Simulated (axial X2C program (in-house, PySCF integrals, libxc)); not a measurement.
**The Ge pπ splitting in different molecules (EOM-EA-CCSD)**

Calculated with an axial X2C code built on PySCF integrals: two-component X2C with atomic mean-field Coulomb and Gaunt terms, Dyall basis sets with cores contracted in-house.

The first pair of π-type roots with Ω = 1/2 and 3/2, reached by adding an electron to a closed-shell reference; vertical energies, inner shells frozen. Splitting means E(3/2) − E(1/2).

Basis sets: Br dyall-acv3z, Cl dyall-av3z, F dyall-av3z, Ge dyall-acv3z, H dyall-av3z, S dyall-av3z, Se dyall-acv3z. Correlated electrons in EOM-CCSD (inner shells frozen, about 90 virtual spinors): GeH⁺ 14, GeF⁺ 10, GeS 10, GeCl⁺ 10, GeSe 10, GeBr⁺ 10.

```json
{"species": "GeH", "reference": "GeH⁺", "R (Å)": "1.598", "main character": "82% Ge pπ, 12% H pπ", "spinor gap ε(3/2) − ε(1/2), HF (cm⁻¹)": "800"}
{"species": "GeF", "reference": "GeF⁺", "R (Å)": "1.757", "main character": "85% Ge pπ, 7% F pπ", "spinor gap ε(3/2) − ε(1/2), HF (cm⁻¹)": "860"}
{"species": "GeS⁻", "reference": "GeS", "R (Å)": "2.015", "main character": "60% Ge pπ, 14% Ge dπ", "spinor gap ε(3/2) − ε(1/2), HF (cm⁻¹)": "n/a"}
{"species": "GeCl", "reference": "GeCl⁺", "R (Å)": "2.182", "main character": "80% Ge pπ, 8% Cl dπ", "spinor gap ε(3/2) − ε(1/2), HF (cm⁻¹)": "890"}
{"species": "GeSe⁻", "reference": "GeSe", "R (Å)": "2.136", "main character": "57% Ge pπ, 14% Ge dπ", "spinor gap ε(3/2) − ε(1/2), HF (cm⁻¹)": "n/a"}
{"species": "GeBr", "reference": "GeBr⁺", "R (Å)": "2.328", "main character": "78% Ge pπ, 9% Br dπ", "spinor gap ε(3/2) − ε(1/2), HF (cm⁻¹)": "940"}
```

**Question.** Should these pairs be regular or inverted?

**Answer.** Regular: one electron outside a closed shell puts Ω = 1/2 lowest, with the sign of the spinor gap.

EOM-EA-CCSD gives:

```json
{"species": "GeH", "binding Ω = 1/2 (eV)": "7.671", "binding Ω = 3/2 (eV)": "7.566", "splitting (cm⁻¹)": "848", "lowest root?": "yes"}
{"species": "GeF", "binding Ω = 1/2 (eV)": "7.435", "binding Ω = 3/2 (eV)": "7.331", "splitting (cm⁻¹)": "841", "lowest root?": "yes"}
{"species": "GeS⁻", "binding Ω = 1/2 (eV)": "0.362", "binding Ω = 3/2 (eV)": "0.296", "splitting (cm⁻¹)": "530", "lowest root?": "yes"}
{"species": "GeCl", "binding Ω = 1/2 (eV)": "7.358", "binding Ω = 3/2 (eV)": "7.247", "splitting (cm⁻¹)": "894", "lowest root?": "yes"}
{"species": "GeSe⁻", "binding Ω = 1/2 (eV)": "0.484", "binding Ω = 3/2 (eV)": "0.377", "splitting (cm⁻¹)": "865", "lowest root?": "yes"}
{"species": "GeBr", "binding Ω = 1/2 (eV)": "7.260", "binding Ω = 3/2 (eV)": "7.139", "splitting (cm⁻¹)": "976", "lowest root?": "yes"}
```

A negative binding energy means unbound at this level; the spinor gap is withheld where the HF spinor is unbound or of another character. A small p share on a heavy partner can supply much of the splitting, and mixing of Ω = 1/2 with σ states shifts it further.

States that need a further excitation are missing; levels can be off by some tenths of an eV, splittings by less.
